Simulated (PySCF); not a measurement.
Bonds (- single, = double, # triple, : aromatic): C1=C2, C2-C3, C3-C4, C4-C5, C4-O6, O6-Si7, C3-C8, C8-F9, C8-F10, C8-F11. C1 carries H12, H13; C2 carries H14; C3 carries H15; C4 carries H16; C5 carries H17, H18, H19; Si7 carries H20, H21, H22. Stereochemistry as in C=C[C@@H]([C@H](C)O[SiH3])C(F)(F)F. H13 is cis to C3; H12 is trans to C3.

Rapidly exchanging positions averaged, relativity neglected, single conformer, no solvent. GFN2-xTB geometry; NMR shieldings at PBE0/pcSseg-1/GIAO; PySCF 2.14.

Scale: TMS for $^{13}$C (reference shieldings calculated alike).

Q: Do the $^{13}$C shifts follow the atomic charges (in e)? Tabulate both.

A: 
| atoms | hybridisation | δ (ppm) | σ para (ppm) | Hirshfeld | IAO | Mulliken | ESP-fitted |
| --- | --- | --- | --- | --- | --- | --- | --- |
| C2 | sp2 | 140.3 | -210 | -0.04 | -0.15 | -0.19 | -0.11 |
| C8 | sp3 | 136.2 | -192 | +0.26 | +0.80 | +0.87 | +0.56 |
| C1 | sp2 | 128.6 | -197 | -0.09 | -0.31 | -0.11 | -0.42 |
| C4 | sp3 | 77.3 | -135 | +0.05 | +0.11 | +0.06 | +0.53 |
| C3 | sp3 | 56.9 | -123 | -0.05 | -0.18 | -0.34 | -0.29 |
| C5 | sp3 | 23.2 | -85 | -0.13 | -0.43 | -0.18 | -0.54 |

Correlation coefficients of δ with charge over these carbons: Hirshfeld +0.46, IAO +0.48, Mulliken +0.46, ESP-fitted +0.38; with the paramagnetic shielding -0.99. Among the 4 sp3 carbons alone: Hirshfeld +0.99, IAO +0.99, Mulliken +0.91, ESP-fitted +0.86. With so few points, grouped by hybridisation, these coefficients are fragile. Charge is one influence among several: hybridisation and low-lying excitations act through the paramagnetic term.

Shifts are as computed. Against solution values, carbons near 30 ppm lie about +3 ppm off and those near 130 ppm about +5 ppm. Of 1211 compounds with measured shifts, 218 miss one by over three times the rms of a fit or turn the order of signals round; such compounds aren't used in these exercises.
